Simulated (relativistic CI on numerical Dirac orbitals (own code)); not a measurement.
What each ingredient does to the levels of Pb IX

Base calculation: Dirac-Coulomb-Breit CI, KLI orbitals optimised for each configuration, model QED, unscaled Slater integrals.

CI space (outside the closed core [Kr] 4d10 4f14): 5s2 5p6 5d6, 5s2 5p6 5d5 6s, 5s2 5p6 5d5 5f, 5s2 5p5 5d7, 5s2 5p6 5d5 6p, 5s2 5p6 5d5 5g, 5s2 5p6 5d4 6s 6p, 5s2 5p6 5d4 5f 6s, 5s2 5p6 5d5 6d, 5s2 5p6 5d5 7s, 5s 5p6 5d7, 5s2 5p6 5d5 7p, 5s2 5p6 5d5 6f, 5s2 5p6 5d5 7d, 5s2 5p5 5d6 5g, 5s2 5p6 5d5 8s, 5s 5p6 5d6 6s, 5s2 5p6 5d4 6s2, 5s2 5p6 5d3 5f 6s2, 5s2 5p6 5d3 6s2 6p, 5s2 5p6 5d3 5g 6s2, 5s2 5p6 5d3 6s2 6d, 5p6 5d8, 5p5 5d9, 5s 5p6 5d5 6s2, 5s 5p6 5d4 5f 6s2, 5s 5p6 5d4 6s2 6p, 5s 5p6 5d4 5g 6s2, 5s 5p6 5d4 6s2 6d. Double excitations out of closed p, d and f shells are left out; levels of such configurations are missing from the list, as are those of other unlisted configurations, and high levels can miss mixing partners. These lack a partner that the ground configuration has and come out too high: 5s2 5p5 5d6 5g.

Variants: (1) one mean potential for all configurations; (2) only the first configuration. Shifts of the energy above 5s2 5p6 5d6 5D_4, in cm⁻¹, for the lowest level and the first level of each name with at least 55 % of one term (blank where a level changes its place among those of its configuration and J or its character, or is not in the variant):

| Level | Base | Δ(1) | Δ(2) |
| --- | --- | --- | --- |
| 5s2 5p6 5d6 5D_4 | 0.0 | 0.0 | 0.0 |
| 5s2 5p6 5d6 5D_3 | 15995.8 | -85.2 | -8.7 |
| 5s2 5p6 5d6 5D_0 | 19529.1 | -59.4 | +310.9 |
| 5s2 5p6 5d6 5D_1 | 21091.9 | -93.8 | +205.8 |
| 5s2 5p6 5d6 3H_6 | 35342.3 | -105.5 | -318.1 |
| 5s2 5p6 5d6 1S_0 | 52451.9 | -142.6 | +753.1 |
| 5s2 5p6 5d6 3D_1 | 53488.2 | -114.0 | +1207.7 |
| 5s2 5p6 5d6 3D_2 | 55258.1 | -126.8 | +1004.0 |
| 5s2 5p6 5d6 3D_3 | 59916.5 | -145.3 | +958.5 |
| 5s2 5p6 5d6 3P_0 | 60024.4 | -75.7 | +1761.2 |
| 5s2 5p6 5d6 1I_6 | 65666.0 | -215.3 | -363.0 |
| 5s2 5p6 5d6 3P_1 | 72512.9 | -215.6 | +1542.6 |
| 5s2 5p6 5d6 1G_4 | 76249.8 | -203.2 | +826.4 |
| 5s2 5p6 5d6 3F_4 | 90467.1 | -231.5 | +578.6 |
| 5s2 5p6 5d6 3P_2 | 105351.1 | -284.0 | +1572.3 |
| 5s2 5p6 5d5 6s 7S_3 | 223508.7 | -530.3 |  |
| 5s2 5p6 5d5 6s 5G_6 | 267173.0 | -524.9 |  |
| 5s2 5p6 5d5 6s 5G_5 | 268598.7 | -524.3 |  |
| 5s2 5p6 5d5 6s 5G_3 | 268703.7 | -495.3 |  |
| 5s2 5p6 5d5 6s 5D_0 | 279696.8 | -465.2 |  |
| 5s2 5p6 5d5 6s 3I_6 | 292085.7 | -463.0 |  |

At this charge configurations can still be misplaced by up to about 7 % of their energy. Terms inside the open d or f shell come out 10 to 20 % too wide with unscaled integrals. Levels and lines within the n = 5 or 6 shells can be off by up to 10 % or somewhat more, and those that change n by about 2 %, since core polarisation is missing.

Ionisation energy from the two ground configurations alone: base 137.725 eV. The NIST ASD value (theoretical) is 138 eV.

LS names give the leading component of a level, which can be under half, so a name can repeat, a term be missing and a line seem to break the LS rules.
